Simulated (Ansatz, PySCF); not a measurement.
Reaction R1 → P1 + P2, each structure at its B3LYP-D3(BJ)/def2-SVP stationary point, reached from a drawn start (curvature not checked).
R1, C4H12Si (SMILES C[Si](C)(C)C) (charge 0, multiplicity 1, Z-matrix in Å and degrees):
```
Si
C 1 1.8893
H 2 1.1026 1 111.18
H 2 1.1026 3 107.72 1 -122.03
H 2 1.1026 3 107.72 4 -115.94
C 1 1.8893 2 109.47 3 60.01
H 6 1.1026 1 111.18 2 59.88
H 6 1.1026 7 107.72 1 -122.03
H 6 1.1026 7 107.72 8 -115.94
C 1 1.8893 2 109.47 3 -179.99
H 10 1.1026 1 111.17 2 -59.79
H 10 1.1026 11 107.72 1 122.02
H 10 1.1026 11 107.72 12 115.94
C 1 1.8893 2 109.47 3 -59.99
H 14 1.1026 1 111.17 2 -59.77
H 14 1.1026 15 107.72 1 122.03
H 14 1.1026 15 107.72 16 115.94
```
P1, C3H8Si (SMILES C=[Si](C)C) (charge 0, multiplicity 1, Z-matrix in Å and degrees):
```
Si
C 1 1.7082
H 2 1.0939 1 122.27
H 2 1.0939 3 115.47 1 -179.91
C 1 1.8770 2 122.97 3 -179.97
H 5 1.1004 1 110.51 2 -0.06
H 5 1.1027 6 108.37 1 -121.97
H 5 1.1027 6 108.36 7 -116.10
C 1 1.8770 2 122.97 3 0.08
H 9 1.1003 1 110.51 2 -0.11
H 9 1.1026 10 108.37 1 121.97
H 9 1.1026 10 108.37 11 116.11
```
P2: CH4 (SMILES C), charge 0, multiplicity 1.

P less R. No zero-point or thermal terms.

Cores are frozen in the correlated methods.

Codes used: Ansatz (a program for electronic structure); PySCF for the D3/D4 terms. All values are computed, each at the level named.

Q: What reaction energy does PBE-D3(BJ)/def2-TZVPP give?

A: 49.7 kcal/mol

Q: Give the reaction energy at the level CCSD(T)/cc-pV(T+d)Z.

A: 51.6 kcal/mol

Q: What reaction energy does CCSD/cc-pV(T+d)Z give?

A: 52.4 kcal/mol
